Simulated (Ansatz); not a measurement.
Cost and result for the atomization energy of `C[NH][Sn]([NH]C)([NH]C)[NH]C` (25 atoms, 24 bonds).

Z-matrix (Å, degrees):
```
C
N 1 1.452
H 1 1.099 2 114.8
H 1 1.094 2 109.5 3 -120.6
H 1 1.095 2 110.5 3 122.2
Sn 2 2.020 1 119.4 3 76.6
H 2 1.010 1 111.7 3 -60.8
N 6 2.016 2 105.1 1 160.3
N 6 2.022 2 112.5 1 -69.9
N 6 2.003 2 113.9 1 45.2
C 8 1.450 6 120.7 2 151.8
H 8 1.010 6 113.7 2 13.6
C 9 1.452 6 120.9 2 177.9
H 9 1.010 6 114.3 2 -43.5
C 10 1.449 6 121.3 2 67.1
H 10 1.009 6 115.0 2 -74.8
H 11 1.095 8 110.5 6 165.6
H 11 1.100 8 114.9 6 -72.6
H 11 1.093 8 109.7 6 48.3
H 13 1.099 9 114.6 6 80.9
H 13 1.093 9 109.5 6 -39.7
H 13 1.096 9 110.7 6 -157.3
H 15 1.099 10 114.4 6 -82.4
H 15 1.096 10 110.7 6 155.7
H 15 1.093 10 109.3 6 38.0
```

Charge 0, multiplicity 1. Correlated methods include outer-core shells of Sn, which these sets cover unevenly. Sn: def2 effective core potential. Geometry: relaxed with PBE0-D4/def2-TZVP. It is one conformer, not always the lowest. Program: Ansatz. All runs use 4 threads of an AMD EPYC 7R13 on a shared host and a share of an NVIDIA H100 80 GB. Times are those of one run each, without the atoms' runs, and a repeat can differ threefold. Electronic energies, without spin–orbit coupling; frozen cores. CCSD(T)/CBS adds CCSD(T) − MP2 in def2-TZVPP to the MP2 limit, and its time is that of the two runs behind it. T1 = 0.012. With those shells the extrapolation isn't a true limit. HSE06 is the plane-wave form, built on full-range PBE exchange.

CCSD(T)/CBS is a level of theory with its own doubt, some kJ/mol a heavy atom from the limit and from the frozen cores, so smaller differences don't rank the functionals.

```json
{"level": "LDA (SPW92)/def2-TZVPP", "functions": "522", "wall time": "1.9 s"}
{"level": "BLYP-D4/def2-TZVPP", "functions": "522", "wall time": "2 s"}
{"level": "revPBE-D4/def2-TZVPP", "functions": "522", "wall time": "2.1 s"}
{"level": "PBE-D4/def2-TZVPP (with forces)", "functions": "522", "wall time": "2.4 s"}
{"level": "BHLYP-D4/def2-TZVPP", "functions": "522", "wall time": "2.9 s"}
{"level": "HSE06-D4/def2-TZVPP", "functions": "522", "wall time": "3.3 s"}
{"level": "r2SCANh-D4/def2-TZVPP", "functions": "522", "wall time": "3.5 s"}
{"level": "B97M-V/def2-TZVPP", "functions": "522", "wall time": "3.9 s"}
{"level": "PBE-QIDH/def2-TZVPP", "functions": "522", "wall time": "4.8 s"}
{"level": "CCSD(T)/def2-SVP", "functions": "218", "wall time": "6 s"}
{"level": "MP2/def2-QZVPP", "functions": "1018", "wall time": "10 s"}
{"level": "CCSD(T)/def2-TZVPP", "functions": "522", "wall time": "82 s"}
{"level": "CCSD(T)/CBS(def2)", "functions": "–", "wall time": "92 s"}
```

What atomization energy does each give, and how far from CCSD(T)/CBS? (Estimate.)

Ansatz gave: 
```tsv
level	atomization (kcal/mol)	difference from CCSD(T)/CBS	per bond
LDA (SPW92)/def2-TZVPP	2449.5	310.9	13.0
BLYP-D4/def2-TZVPP	2139.8	1.2	0.1
revPBE-D4/def2-TZVPP	2125.0	-13.6	-0.6
PBE-D4/def2-TZVPP (with forces)	2178.7	40.1	1.7
BHLYP-D4/def2-TZVPP	2073.6	-65.0	-2.7
HSE06-D4/def2-TZVPP	2137.7	-0.9	0.0
r2SCANh-D4/def2-TZVPP	2109.1	-29.5	-1.2
B97M-V/def2-TZVPP	2130.8	-7.8	-0.3
PBE-QIDH/def2-TZVPP	2110.5	-28.1	-1.2
CCSD(T)/def2-SVP	1999.4	-139.2	-5.8
MP2/def2-QZVPP	2130.4	-8.2	-0.3
CCSD(T)/def2-TZVPP	2074.9	-63.7	-2.7
CCSD(T)/CBS(def2)	2138.6	0.0	0.0
```

The D4 term adds +23.1 kcal/mol with B3LYP and +12.8 kcal/mol with PBE0; it sums over pairs of atoms, weighted by their polarisabilities, and B3LYP, whose exchange is more repulsive, gets the larger term. In def2-TZVPP, CCSD(T) changes the Hartree–Fock value by +600.4 kcal/mol (the triples alone add +33.5 kcal/mol) and MP2 by +617.9 kcal/mol; breaking electron pairs costs correlation energy, which Hartree–Fock lacks. From r2SCAN to r2SCAN0 (25 % exact exchange), in def2-TZVPP and without D4, the atomization energy moves by −32.1 kcal/mol: exact exchange takes away binding that semilocal exchange gives to molecules.

B3LYP here is the variant with VWN-RPA as its local correlation; programs differ in this.

Spin–orbit coupling would lower the free Sn atoms strongly, and the atomization energy with them, by more than many differences here. For some Ge, Se and Sn compounds the MP2-based and the directly extrapolated limit differ by 10 to 25 kJ/mol.
